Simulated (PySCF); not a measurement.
B3LYP has the VWN-RPA correlation part, as in Gaussian. 

Z-matrix (Å, degrees):
```
Br
```
Charge 0, spin multiplicity 2.

What is the computed dipole moment, total energy and highest occupied spin orbital (B3LYP-D3(BJ)/def2-TZVP (PySCF 2.14.0))?


| Property | Result |
|---|---|
| dipole moment | 0.00 D |
| total energy | -2574.1410 Ha |
| highest occupied spin orbital | -8.51 eV |
